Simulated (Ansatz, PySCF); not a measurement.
C₂H₇FSi₂, SMILES C(=C/[SiH2][SiH3])/F. Atoms are numbered in the order given.

```xyz
12

F     -1.8390     1.1696    -0.1959
C     -1.8215     0.4333     0.9271
C     -0.9971    -0.6030     1.0713
Si     0.2312    -1.1342    -0.2495
Si     1.8674     0.5324    -0.5260
H     -2.5486     0.7990     1.6598
H     -1.0529    -1.1326     2.0273
H      0.8688    -2.4093     0.1922
H     -0.4603    -1.3793    -1.5494
H      2.5832     0.7570     0.7658
H      2.8689     0.1419    -1.5635
H      1.2157     1.8096    -0.9390
```

The structure is a stationary point at B3LYP-D3(BJ)/def2-SVP. The structure was generated by enumeration; whether it is a known compound was not checked. Other conformers were not sampled.

Two levels are set side by side: PBE-D3(BJ)/def2-SVP (Ansatz, a first-principles code) and B3LYP-D3(BJ)/def2-SVP (Ansatz). Each level has its own optimised geometry; the coordinates shown are those of the second. Frequencies come from the Hessian of PySCF at each geometry. Differences are taken from unrounded values.

| quantity | B3LYP-D3(BJ) |
|---|---|
| mean bond length (Å) | 1.506 |
| bond F1–C2 (Å) | 1.343 |
| bond C2–C3 (Å) | 1.332 |
| bond C3–Si4 (Å) | 1.880 |
| bond Si4–Si5 (Å) | 2.352 |
| bond C2–H6 (Å) | 1.095 |
| bond C3–H7 (Å) | 1.094 |
| bond Si4–H8 (Å) | 1.493 |
| bond Si4–H9 (Å) | 1.493 |
| bond Si5–H10 (Å) | 1.494 |
| bond Si5–H11 (Å) | 1.494 |
| bond Si5–H12 (Å) | 1.492 |
| highest harmonic wavenumber (cm⁻¹) | 3194 |
| mean harmonic wavenumber (cm⁻¹) | 1123 |
| zero-point energy (kcal/mol) | 48.18 |

### Question
What does PBE-D3(BJ) give, and how far is it from B3LYP-D3(BJ)? (Estimate from the structure and the level; the computed values follow.)

### Answer

```csv
quantity,PBE-D3(BJ),PBE-D3(BJ) minus B3LYP-D3(BJ)
mean bond length (Å),1.515,0.009
bond F1–C2 (Å),1.347,0.004
bond C2–C3 (Å),1.342,0.010
bond C3–Si4 (Å),1.882,0.002
bond Si4–Si5 (Å),2.355,0.003
bond C2–H6 (Å),1.104,0.009
bond C3–H7 (Å),1.102,0.008
bond Si4–H8 (Å),1.505,0.013
bond Si4–H9 (Å),1.506,0.013
bond Si5–H10 (Å),1.506,0.013
bond Si5–H11 (Å),1.507,0.013
bond Si5–H12 (Å),1.505,0.013
highest harmonic wavenumber (cm⁻¹),3129,-65
mean harmonic wavenumber (cm⁻¹),1089,-35
zero-point energy (kcal/mol),46.69,-1.49
```

Exact exchange shortens and stiffens bonds; PBE has none. Differences between two approximate levels are no errors against the true value.
